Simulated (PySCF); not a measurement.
PBEsol on Ne⁺ (neon, charge +1), [He] 2s1 2p5 3d1, one real determinant (an excited configuration). All numbers are calculated (PySCF 2.14, the spin-free X2C one-electron Hamiltonian (Gaussian nucleus), in x2c-QZVPPall with one added diffuse shell each of s, p, d, f type (8s5p4d3f1g, 73 functions)).

```
cycle= 1 E= -125.59492556393  delta_E= -0.0068  |g|= 0.016  |ddm|= 0.159
cycle= 2 E= -125.594944522896  delta_E= -1.9e-05  |g|= 0.0054  |ddm|= 0.00836
cycle= 3 E= -125.594949242141  delta_E= -4.72e-06  |g|= 0.00185  |ddm|= 0.00204
cycle= 4 E= -125.594949873865  delta_E= -6.32e-07  |g|= 4.44e-05  |ddm|= 0.000545
cycle= 5 E= -125.594949874347  delta_E= -4.82e-10  |g|= 1.55e-06  |ddm|= 2.83e-05
converged SCF energy = -125.594949874347  <S^2> = 3.7508232  2S+1 = 4.0004116
```

Highest occupied orbital energy: 1.511 eV; ⟨L²⟩ = 8.00; populations by l: s 3.00, p 5.00, d 1.00, f 0.00.

(1) Can this result be used?

Answers

(1) Not for this state. The run converged. ⟨L²⟩ = 8.00 against 12 for a pure F term, so this real determinant mixes terms. The outer electron is Rydberg-like, and this basis confines it to a smaller radius and binds it less than a complete one would. At PBEsol the highest occupied level has a positive energy, so only the finite basis holds that electron; for this excited configuration the basis is too tight for the outer shell.
